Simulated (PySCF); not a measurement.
SMILES [CH3][Sn]([Cl])([Cl])[Br] (CH3BrCl2Sn), PBE0/def2-SVP optimised geometry.

```
8

C      1.37    -0.63     0.00
Sn    -0.76    -0.63     0.00
Cl    -1.61    -1.74    -1.88
Cl    -1.61    -1.74     1.87
Br    -1.71     1.66     0.00
H      1.71     0.04    -0.79
H      1.71    -0.28     0.98
H      1.71    -1.66    -0.19
```

Density from PBE0/def2-TZVP, def2 effective core potentials past Kr (PySCF) at that geometry. The core electrons that the potentials of Sn replace are not part of the density.

Minimum of the electron density along straight lines between bonded atoms, close to the bond critical point (lines longer than 1.1 times the sum of covalent radii, or with two minima, are not listed):

```csv
bond,length / Å,ρ at the minimum / e bohr⁻³,∇²ρ there / e bohr⁻⁵,position (fraction from the first atom)
C1–Sn2,2.128,0.110,0.09,0.48
Sn2–Cl3,2.339,0.089,0.17,0.47
Sn2–Cl4,2.339,0.088,0.17,0.47
Sn2–Br5,2.477,0.080,0.11,0.47
C1–H6,1.098,0.271,-0.91,0.65
C1–H7,1.098,0.271,-0.91,0.65
C1–H8,1.098,0.271,-0.91,0.65
```
